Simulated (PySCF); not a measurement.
**Atomic charges by several schemes**

Compound: C₆H₁₃ClSi.
SMILES with atom numbers: `[CH3:1][CH2:2][CH2:3][CH2:4]/[CH:5]=[CH:6]/[SiH2:7][Cl:8]` (hydrogens: H9, H10, H11 on C1; H12, H13 on C2; H14, H15 on C3; H16, H17 on C4; H18 on C5; H19 on C6; H20, H21 on Si7)

Structure used (GFN2-xTB), in Å, numbered top down from 1:
```
atom  x, y, z in Å
C1    -3.5279    0.5991    0.3343
C2    -2.4367   -0.4506    0.1633
C3    -1.0806    0.1908   -0.1191
C4     0.0334   -0.8528   -0.2513
C5     1.3484   -0.1993   -0.5234
C6     2.4218   -0.2909    0.2533
Si7    4.0677    0.5499   -0.0681
Cl8    5.5410   -0.7666    0.3718
H9    -3.6245    1.1996   -0.5677
H10   -4.4862    0.1273    0.5383
H11   -3.2903    1.2638    1.1622
H12   -2.3689   -1.0544    1.0712
H13   -2.7005   -1.1192   -0.6596
H14   -1.1412    0.7742   -1.0408
H15   -0.8297    0.8781    0.6922
H16   -0.2116   -1.5260   -1.0786
H17    0.0907   -1.4459    0.6638
H18    1.3818    0.4004   -1.4245
H19    2.3445   -0.9031    1.1463
H20    4.2523    1.7085    0.8066
H21    4.2075    0.9340   -1.4706
```

Density: PBE0/pcSseg-1 (PySCF); schemes: Mulliken, IAO, Hirshfeld and ESP-fitted. Isolated species at its GFN2-xTB geometry (one conformer only).

**Question.** Atoms with like bonding are taken together and averaged. For which atoms does the sign change between the 4 schemes (beyond +0.03 e in one, beyond −0.03 e in another)?

**Answer.** C2, C3 and H12/H13.

**Question.** Which atoms carry the highest charge in the Mulliken, IAO, Hirshfeld and ESP-fitted schemes?

**Answer.** All schemes agree: Mulliken Si7 (+0.739); IAO Si7 (+0.813); Hirshfeld Si7 (+0.339); ESP-fitted Si7 (+0.330).

**Question.** Which atoms carry the lowest charge in the Mulliken, IAO, Hirshfeld and ESP-fitted schemes?

**Answer.** All schemes agree: Mulliken C6 (-0.393); IAO C6 (-0.464); Hirshfeld C6 (-0.157); ESP-fitted C6 (-0.401).

**Question.** What partial charge does each atom carry?

**Answer.** In e; atoms taken as equivalent share a row and are averaged (×n: the atom named and its like, n in all):

```json
{"atom": "C1", "environment": "methyl carbon", "Mulliken": "-0.256", "IAO": "-0.416", "Hirshfeld": "-0.117", "ESP-fitted": "-0.390"}
{"atom": "C2", "environment": "chain CH2 carbon", "Mulliken": "-0.274", "IAO": "-0.245", "Hirshfeld": "-0.063", "ESP-fitted": "+0.208"}
{"atom": "C3", "environment": "chain CH2 carbon", "Mulliken": "-0.271", "IAO": "-0.246", "Hirshfeld": "-0.064", "ESP-fitted": "+0.098"}
{"atom": "C4", "environment": "allylic carbon", "Mulliken": "-0.157", "IAO": "-0.258", "Hirshfeld": "-0.065", "ESP-fitted": "-0.272"}
{"atom": "C5", "environment": "alkene CH carbon", "Mulliken": "-0.165", "IAO": "-0.092", "Hirshfeld": "-0.019", "ESP-fitted": "+0.004"}
{"atom": "C6", "environment": "alkene CH carbon", "Mulliken": "-0.393", "IAO": "-0.464", "Hirshfeld": "-0.157", "ESP-fitted": "-0.401"}
{"atom": "Si7", "environment": "chlorine-bound silicon", "Mulliken": "+0.739", "IAO": "+0.813", "Hirshfeld": "+0.339", "ESP-fitted": "+0.330"}
{"atom": "Cl8", "environment": "silicon-bound chlorine", "Mulliken": "-0.333", "IAO": "-0.323", "Hirshfeld": "-0.135", "ESP-fitted": "-0.192"}
{"atom": "H9/H10/H11", "environment": "methyl hydrogen", "Mulliken": "+0.111", "IAO": "+0.138", "Hirshfeld": "+0.040", "ESP-fitted": "+0.090"}
{"atom": "H12/H13", "environment": "methylene hydrogen", "Mulliken": "+0.116", "IAO": "+0.129", "Hirshfeld": "+0.037", "ESP-fitted": "-0.030"}
{"atom": "H14/H15", "environment": "methylene hydrogen", "Mulliken": "+0.120", "IAO": "+0.129", "Hirshfeld": "+0.035", "ESP-fitted": "-0.002"}
{"atom": "H16/H17", "environment": "methylene hydrogen", "Mulliken": "+0.126", "IAO": "+0.139", "Hirshfeld": "+0.044", "ESP-fitted": "+0.088"}
{"atom": "H18", "environment": "vinylic hydrogen", "Mulliken": "+0.101", "IAO": "+0.135", "Hirshfeld": "+0.044", "ESP-fitted": "+0.121"}
{"atom": "H19", "environment": "vinylic hydrogen", "Mulliken": "+0.123", "IAO": "+0.150", "Hirshfeld": "+0.040", "ESP-fitted": "+0.204"}
{"atom": "H20/H21", "environment": "Si–H hydrogen", "Mulliken": "-0.084", "IAO": "-0.130", "Hirshfeld": "-0.076", "ESP-fitted": "-0.046"}
```

Mean size of the charges over all atoms: IAO 0.220 e, Mulliken 0.192 e, ESP-fitted 0.134 e, Hirshfeld 0.074 e. Each set sums to the total charge, 0, to within 0.001 e. The Mulliken scheme counts on each atom the diagonal of the density matrix times the overlap matrix over that atom's basis functions.

**Question.** How many electrons does the Mulliken scheme count on C2?

**Answer.** Z − q = 6 − (-0.274) = 6.274.

**Question.** Sum the charges by element, for elements with more than one atom.

**Answer.** 
```
element  atoms  Mulliken     IAO  Hirshfeld  ESP-fitted
      C      6    -1.516  -1.722     -0.485      -0.752
      H     13    +1.110  +1.232     +0.281      +0.615
```
